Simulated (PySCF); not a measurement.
## `C[CH2][GeH2][NH][SiH3]` in a uniform electric field

Species: C2H11GeNSi.
Numbering: `[CH3:1][CH2:2][GeH2:3][NH:4][SiH3:5]` (hydrogens: H6, H7, H8 on C1; H9, H10 on C2; H11, H12 on Ge3; H13 on N4; H14, H15, H16 on Si5)

Cartesian coordinates in Å at the PBE0-D3(BJ)/def2-SVP level; atoms count from 1:
```xyz
16
C2H11GeNSi angstrom
C     -2.0016    0.6986   -0.3726
C     -1.2940   -0.0166    0.7701
Ge     0.1999   -1.1250    0.1633
N      1.3426   -0.1003   -0.8635
Si     2.2731    1.2687   -0.3584
H     -1.2954    1.3114   -0.9547
H     -2.7990    1.3650   -0.0074
H     -2.4651   -0.0150   -1.0727
H     -0.8870    0.7071    1.4960
H     -1.9872   -0.6630    1.3341
H      0.9609   -1.7177    1.3703
H     -0.2818   -2.2584   -0.7673
H      1.4433   -0.4122   -1.8239
H      1.8844    1.5637    1.0557
H      2.0033    2.4830   -1.1950
H      3.7539    1.0372   -0.4006
```

Level: PBE0/def2-SVPD (PySCF); nuclei fixed, core orbitals frozen in the response. Permanent dipole (-0.921, -0.383, -0.358) D (1 au = 2.5417 D). Static polarisability (au):

```
x   99.35  2.62 -1.83
y    2.62 92.25 -2.87
z   -1.83 -2.87 82.50
```

Only the terms in μ and α are kept: μ(F) = μ + αF and ΔE = −μ·F − ½ F·αF.

Task: Apply 0.008 au along ±x, ±y and ±z in turn. Tabulate induced and total dipoles and both energy terms.

Result: 
```
field along  induced x (D)  induced y (D)  induced z (D)  total size (D)  −μ·F (kJ/mol)  −½F·αF (kJ/mol)
         +x          2.020          0.053         -0.037           1.214         +7.611           -8.347
         −x         -2.020         -0.053          0.037           2.991         -7.611           -8.347
         +y          0.053          1.876         -0.058           1.776         +3.165           -7.750
         −y         -0.053         -1.876          0.058           2.478         -3.165           -7.750
         +z         -0.037         -0.058          1.678           1.689         +2.958           -6.931
         −z          0.037          0.058         -1.678           2.243         -2.958           -6.931
```

Task: For the field (0.0032, 0.0080, -0.0040) au, what is the induced dipole, and what angle does it make with the field?

Result: αF = (0.880, 1.926, -0.912) D, at 3.0° to the field. The polarisability along this direction, F·αF/F², is 95.37 au, against a mean of 91.37 au.

Task: At what field along the permanent dipole would the induced dipole along it equal the permanent one, in this linear picture?

Result: The polarisability along the dipole is 96.37 au, so F = 0.4169 au / 96.37 au = 0.0043 au = 0.22 V/Å; higher-order terms are ignored.

Task: What field makes μF equal to kT at 100 K?

Result: kT = 0.3167 × 10⁻³ Eh, so F = 0.00076 au = 3.91 MV/cm.

Task: Induction energy −ᾱe²/2R⁴ of a unit charge at 14 Å, the molecule taken as a point?

Result: R = 26.46 bohr, so the energy is −91.4/(2 × 26.46⁴) Eh = -0.245 kJ/mol. The charge–dipole term at its most favourable orientation, −μe/R², is -1.56 kJ/mol.

One conformer (not necessarily the lowest) at the PBE0-D3(BJ)/def2-SVP geometry, without solvent, vibrations or thermal averaging. The calculation is non-relativistic, for germanium too.
